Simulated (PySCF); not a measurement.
# How methods differ on the excitation energy of Br²⁺

Br²⁺ [Ar] 3d10 4s2 4p3 (4S) → Br²⁺ [Ar] 3d10 4s1 4p4 (4P), as a difference of total energies. All numbers are calculated (PySCF 2.14, scalar relativity through the core potential, in aug-cc-pwCVTZ-PP with ECP10MDF). Correlated levels: valence: 3s2 3p6 3d10 frozen; valence and next inner shell: nothing frozen outside the core potential. The calculations carry no spin-orbit coupling.

```tsv
method	excitation energy (eV)
UHF	13.171
LDA	13.627
PBE	13.419
PBE0	13.405
r2SCAN	13.149
MN15	13.037
PW91	13.429
TPSSh	13.272
LC-wPBE	13.495
MP2 (valence)	13.141
SCS-MP2 (valence)	13.136
MP2 (valence and next inner shell)	13.438
SCS-MP2 (valence and next inner shell)	13.365
```

Problem. How much does correlation contribute at MP2 (valence and next inner shell)?

Solution. 13.438 − (13.171) = 0.267 eV, measured against UHF.
